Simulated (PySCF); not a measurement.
C2H6Cl2OSi.
Cartesian coordinates in Å at the PBE0-D3(BJ)/def2-SVP level; atoms count from 1:
```xyz
12
C2H6Cl2OSi angstrom
C     -0.9448    0.8775    0.3844
O      0.4066    1.1987    0.1842
Si     1.3290    2.1718    1.1345
Cl     0.6196    4.1190    1.0434
C      3.0573    2.1634    0.4209
Cl     3.8075    0.5642    0.6998
H     -1.2294    0.0982   -0.3373
H     -1.5938    1.7556    0.2238
H     -1.1300    0.4891    1.4020
H      1.2937    1.7537    2.5596
H      3.0293    2.3546   -0.6619
H      3.6881    2.9312    0.8915
```

Jobs on this species (12 atoms, 74 electrons) with PySCF (density fitting). Hardware of each: Arm Neoverse V1, one thread, on a shared host. Other jobs ran on the host; a repeat could differ by tens of per cent or more. Peak memory is the resident size of the whole Python process, interpreter and libraries included.

```tsv
level and settings	work	basis functions	SCF cycles	wall time	peak memory
delta-SCF UKS SCAN, pcX-2 on the ionised atom, pcseg-1 elsewhere, non-relativistic	ΔSCF core ionisation, 9 holes	168	?	?	?
delta-SCF UKS PBE, pcX-2 on the ionised atom, pcseg-1 elsewhere, spin-free X2C	ΔSCF core ionisation, 9 holes	168	?	?	?
PBE0-D3(BJ)/def2-SVP, grid level 1	geometry optimisation from a GFN2-xTB start shaken at random	126	90	1.7 min	0.53 GiB
delta-SCF UKS HF, pcX-2 on the ionised atom, pcseg-1 elsewhere, spin-free X2C	ΔSCF core ionisation, 9 holes	168	113	58 s	0.67 GiB
delta-SCF UKS B3LYP, pcX-2 on the ionised atom, pcseg-1 elsewhere, spin-free X2C	ΔSCF core ionisation, 9 holes	168	121	89 s	0.73 GiB
delta-SCF UKS PBE0, pcX-2 on the ionised atom, pcseg-1 elsewhere, spin-free X2C	ΔSCF core ionisation, 9 holes	168	121	88 s	0.75 GiB
delta-SCF UKS SCAN, pcX-2 on the ionised atom, pcseg-1 elsewhere, spin-free X2C	ΔSCF core ionisation, 9 holes	168	134	59 s	0.67 GiB
delta-SCF UKS SCAN, pcX-1 on the ionised atom, pcseg-1 elsewhere, spin-free X2C	ΔSCF core ionisation, 9 holes	148	132	49 s	0.56 GiB
delta-SCF UKS SCAN, def2-TZVP on the ionised atom, pcseg-1 elsewhere, spin-free X2C	ΔSCF core ionisation, 9 holes	145	134	56 s	0.56 GiB
```

**Question.** Fill in the missing figures.

**Answer.** 
- delta-SCF UKS SCAN, pcX-2 on the ionised atom, pcseg-1 elsewhere, non-relativistic; ΔSCF core ionisation, 9 holes: 58 s, 0.64 GiB, 134 SCF cycles
- delta-SCF UKS PBE, pcX-2 on the ionised atom, pcseg-1 elsewhere, spin-free X2C; ΔSCF core ionisation, 9 holes: 38 s, 0.70 GiB, 137 SCF cycles

**Question.** What do all jobs in the table cost together?

**Answer.** About 9.9 min; the longest takes about 17 % of that, and about 2.7 times as long as the shortest.
